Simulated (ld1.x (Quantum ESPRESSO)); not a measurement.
Results of a calculation; reference values are marked as such.
# Potentials for nitrogen (N) compared

Generated with ld1.x 7.5 (TM, RRKJ, ultrasoft, PAW), atompaw 4.2 or ONCVPSP 4.0.1. The cutoff is in Ry: for ld1.x and atompaw files where the sum of valence levels is converged to 10 mRy in a Bessel basis, for ONCV files where the hardest occupied wave has 1 mHa per electron of residual kinetic energy. The error is the largest all-electron minus pseudo excitation energy over each file’s own four to seven test configurations (ionisations up to +4, promotions, holes and added fractions of an electron), all of which were solved. The labels leave out finer settings (local radius, basis sizes, second energies), which also bear on the numbers. Spin-polarised tests are not counted. The rows are a selection from randomly drawn settings: files with unsolved tests, undetermined cutoffs or missed reference levels are left out.

```csv
potential,cutoff (Ry),largest error (meV),bound ghosts
"TM semilocal, PBE, non-relativistic, rc 1.05/1.40/1.50 (spd), local s, core correction no, reference 2s2 2p1",60,+283,none
"PAW, LDA (PZ), scalar-relativistic, rc 0.85/1.50/1.20 (spd), local d, core correction yes, reference 2s2 2p2",45,-5.9,none
"RRKJ, BLYP, scalar-relativistic, rc 0.95/1.65/1.60 (spd), local s, core correction yes, reference 2s1 2p4",50,+417,none
"TM, PBE, non-relativistic, rc 1.05/1.80/1.60 (spd), local d, core correction no, reference 2s2 2p3",50,+1179,none
"TM, LDA (PZ), scalar-relativistic, rc 0.75/1.65/1.70 (spd), local smoothed, core correction no, reference 2s2 2p3",100,+921,none
"ultrasoft, PBE, scalar-relativistic, rc 0.90/1.80 (sp), local smoothed, core correction no, reference 2s1 2p4",30,+438,none
```

Question: Fill in the row for N: PAW, PBE, scalar-relativistic, rc 0.95/1.25/1.10 (spd), local smoothed, core correction yes, reference 2s1.75 2p3.25.

Answer: cutoff 45 Ry, largest error -1.7 meV, bound ghosts: none.

Question: Fill in the row for N: TM, PBE, scalar-relativistic, rc 1.05/1.35/1.10 (spd), local s, core correction no, reference 2s2 2p3.

Answer: cutoff 70 Ry, largest error +538 meV, bound ghosts: none.

Question: Fill in the row for N: ultrasoft, LDA (PZ), scalar-relativistic, rc 1.15/1.65/1.90 (spd), local smoothed, core correction yes, reference 2s2 2p1.5.

Answer: cutoff 25 Ry, largest error -19 meV, bound ghosts: none.
